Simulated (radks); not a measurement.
Results of a calculation; reference values are marked as such.
Ionisation of Zr2+, [Kr] 4d2, to Zr3+, [Kr] 4d1, under several functionals. Scalar-relativistic Kohn-Sham, spin-polarised, spherical densities, point nucleus; open shells are filled with parallel spins first (spin-orbit coupling, left out, can overturn this in heavy ions); a radial shooting solver on a logarithmic mesh with Libxc functionals.

functional  E(Zr2+) (hartree)  Exc (hartree)  IE (eV)  -e(HOMO) (eV)  <r> HOMO (bohr)  IE error (eV)
AM05              -3594.07558     -109.81455   23.103         17.885            1.992         -0.067
BLYP              -3598.32671     -114.10296   23.007         17.755            2.009         -0.163
SOGGA             -3595.48474     -111.23834   23.057         17.841            1.995         -0.113
PBEsol            -3595.77378     -111.52891   23.139         17.922            1.994         -0.031

NIST Atomic Spectra Database: 23.170 eV (semi-empirical). Closest: PBEsol. The Delta-SCF values span 0.13 eV, the total energies 4.25 hartree. The highest occupied level is 4d. Open shells are spherical and high-spin; term and fine-structure splittings are not resolved.
